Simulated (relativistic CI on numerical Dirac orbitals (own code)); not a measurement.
**Level scheme of Cl5+**

Computed by Dirac-Coulomb-Breit CI, separate exchange-only KLI orbitals for each configuration, a model potential for QED, valence Slater integrals scaled by 0.85, P86 correlation energy added to each configuration (own radial code, finite nucleus).

CI space (outside the closed core [Ne]): 3s2, 3s 3p, 3p2, 3s 3d, 3d2, 3p 3d, 3p 4s, 3s 4s, 3s 4p, 3s 4d, 3d 4s, 3s 4f, 3s 5s, 3s 5p, 3s 5d, 4s2, 3s 5f, 3s 5g, 3s 6s, 3s 6p, 3s 6d. Levels of other configurations are missing.

```csv
No.,Configuration,Term,J,E (cm⁻¹),%,Next component (%),Landé g,jj configuration (%)
1,3s2,1S,0,0,97,3 3p2 1S,,closed (97)
2,3s 3p,3P°,0,96894,100,,,3s 3p1/2 (100)
3,3s 3p,3P°,1,97440,100,,1.501,3s 3p1/2 (68)
4,3s 3p,3P°,2,98579,100,,1.501,3s 3p3/2 (100)
5,3s 3p,1P°,1,145134,97,3 3p 3d 1P°,1.000,3s 3p3/2 (66)
6,3p2,1D,2,229990,77,22 3s 3d 1D,1.006,3p1/2 3p3/2 (61)
7,3p2,3P,0,234487,99,,,3p1/2^2 (70)
8,3p2,3P,1,235111,100,,1.501,3p1/2 3p3/2 (100)
9,3p2,3P,2,236307,98,1 1D,1.494,3p3/2^2 (75)
10,3p2,1S,0,273212,94,3 3d2 1S,,3p3/2^2 (67)
11,3s 3d,3D,1,280191,100,,0.499,3s 3d3/2 (100)
12,3s 3d,3D,2,280201,100,,1.167,3s 3d3/2 (60)
13,3s 3d,3D,3,280220,100,,1.334,3s 3d5/2 (100)
14,3s 3d,1D,2,320888,77,21 3p2 1D,1.000,3s 3d5/2 (46)
15,3p 3d,3F°,2,384709,98,1 1D°,0.670,3p1/2 3d3/2 (82)
16,3p 3d,3F°,3,385352,100,,1.083,3p3/2 3d3/2 (51)
17,3p 3d,3F°,4,386164,100,,1.250,3p3/2 3d5/2 (100)
18,3p 3d,1D°,2,390084,99,1 3F°,0.997,3p3/2 3d5/2 (47)
19,3s 4s,3S,1,407844,100,,2.002,3s 4s (100)
20,3p 3d,3P°,2,408518,94,5 3D°,1.483,3p1/2 3d5/2 (64)
21,3p 3d,3P°,1,409069,93,6 3D°,1.439,3p3/2 3d5/2 (36)
22,3p 3d,3P°,0,409477,100,,,3p3/2 3d3/2 (100)
23,3p 3d,3D°,1,411073,94,6 3P°,0.561,3p3/2 3d3/2 (62)
24,3p 3d,3D°,2,411320,95,5 3P°,1.185,3p3/2 3d3/2 (62)
25,3p 3d,3D°,3,411455,100,,1.334,3p3/2 3d5/2 (70)
26,3s 4s,1S,0,419080,100,,,3s 4s (100)
27,3p 3d,1F°,3,439589,95,4 3s 4f 1F°,1.000,3p3/2 3d3/2 (38)
28,3p 3d,1P°,1,444918,65,32 3s 4p 1P°,1.000,3p3/2 3d5/2 (41)
29,3s 4p,3P°,0,452670,99,1 3p 4s 3P°,,3s 4p1/2 (99)
30,3s 4p,3P°,1,452847,99,1 3p 4s 3P°,1.500,3s 4p1/2 (68)
31,3s 4p,3P°,2,453229,99,1 3p 4s 3P°,1.501,3s 4p3/2 (99)
32,3s 4p,1P°,1,459761,63,31 3p 3d 1P°,1.000,3s 4p3/2 (45)
33,3s 4d,3D,1,510919,100,,0.499,3s 4d3/2 (100)
34,3s 4d,3D,2,510926,100,,1.167,3s 4d3/2 (60)
35,3s 4d,3D,3,510938,100,,1.334,3s 4d5/2 (100)
36,3s 4d,1D,2,513192,99,1 3d2 1D,1.000,3s 4d5/2 (60)
37,3s 4f,3F°,2,533387,100,,0.666,3s 4f5/2 (100)
38,3s 4f,3F°,3,533391,100,,1.083,3s 4f5/2 (57)
39,3s 4f,3F°,4,533398,100,,1.250,3s 4f7/2 (100)
40,3p 4s,3P°,0,534264,99,1 3s 4p 3P°,,3p1/2 4s (99)
41,3p 4s,3P°,1,534777,98,1 1P°,1.495,3p1/2 4s (75)
42,3p 4s,3P°,2,536072,99,1 3s 4p 3P°,1.501,3p3/2 4s (99)
43,3s 4f,1F°,3,540201,95,4 3p 3d 1F°,1.000,3s 4f7/2 (54)
44,3p 4s,1P°,1,542407,90,4 3s 4p 1P°,1.006,3p3/2 4s (70)
45,3s 5s,3S,1,564405,100,,2.002,3s 5s (100)
```

Energies count from the lowest computed level; ° marks odd parity. Filled j subshells are mostly left out of the jj labels.

The mean weight of the leading LS term, summed over parents, in these 45 levels is 96 %, and that of the leading jj configuration (from the same eigenvectors) 77 %, so LS coupling describes them better.

At this charge configurations can still be misplaced by up to about 7 % of their energy.
